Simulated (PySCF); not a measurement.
Isomers of C6H7NO. Method used: TDDFT PBE0/def2-SVPD, vertical, gas phase, core orbitals frozen in the response (PySCF). Geometries: GFN2-xTB; one conformer of each isolated species. Triplets are in the Tamm–Dancoff approximation.

A. `Cn1cccc1C=O`
B. `O=CNC1=CCC=C1`
C. `NC1=CC=C(O)C=C1`
D. `C/N=C/C#CC(C)=O`

Lowest singlet levels (six at most, fewer where fewer were computed) with oscillator strengths:

1. 3.89 eV (f 0.002); 4.23 eV (f 0.001); 4.61 eV (f 0.038); 5.16 eV (f 0.015); 5.32 eV (f 0.015); 5.51 eV (f 0.049); T1 3.30 eV
2. 3.99 eV (f 0.000); 4.99 eV (f 0.256); 5.28 eV (f 0.161); 6.42 eV (f 0.004); 7.03 eV (f 0.017); 7.05 eV (f 0.007); T1 3.27 eV
3. 4.40 eV (f 0.051); 5.16 eV (f 0.003); 5.19 eV (f 0.017); 5.54 eV (f 0.170); 5.95 eV (f 0.000); 6.08 eV (f 0.001); T1 3.41 eV
4. 4.79 eV (f 0.103); 5.32 eV (f 0.001); 5.53 eV (f 0.000); 5.64 eV (f 0.035); 6.21 eV (f 0.000); 6.27 eV (f 0.444); T1 2.92 eV

Question: Which spectrum belongs to which structure?

Answer: 1 = D, 2 = A, 3 = C, 4 = B.
- A: S1 at 3.99 eV, HOMO-1→LUMO (97%); Löwdin shares by element: HOMO carbon 62% or more, oxygen 12% (atoms not listed hold the other 26%); LUMO carbon 48% or more, oxygen 23% (atoms not listed hold the other 29%); HOMO -6.80 and LUMO -1.35 eV; point group Cs, 1 of its 6 listed states under f = 0.0005.
- B: S1 at 4.79 eV, HOMO→LUMO (98%); Löwdin shares by element: HOMO carbon 62% or more, nitrogen 10% (atoms not listed hold the other 28%); LUMO carbon 58% or more (atoms not listed hold the other 42%); HOMO -6.21 and LUMO -0.82 eV; point group Cs, 2 of its 6 listed states under f = 0.0005.
- C: S1 at 4.40 eV, HOMO→LUMO (94%); Löwdin shares by element: HOMO carbon 28% or more, nitrogen 22%, oxygen 12% (atoms not listed hold the other 37%); LUMO carbon 72% or more (atoms not listed hold the other 28%); HOMO -5.51 and LUMO -0.20 eV.
- D: S1 at 3.89 eV, HOMO→LUMO (48%), HOMO-1→LUMO (21%), HOMO-2→LUMO (16%); Löwdin shares by element: HOMO nitrogen 31%, oxygen 28%, carbon 15% or more (atoms not listed hold the other 26%); LUMO carbon 47% or more, oxygen 18% (atoms not listed hold the other 35%); HOMO -7.80 and LUMO -2.08 eV.
A and D have S1 within 0.11 eV of each other; their strongest listed levels stand at 4.99 eV (f 0.256) and 5.51 eV (f 0.049).
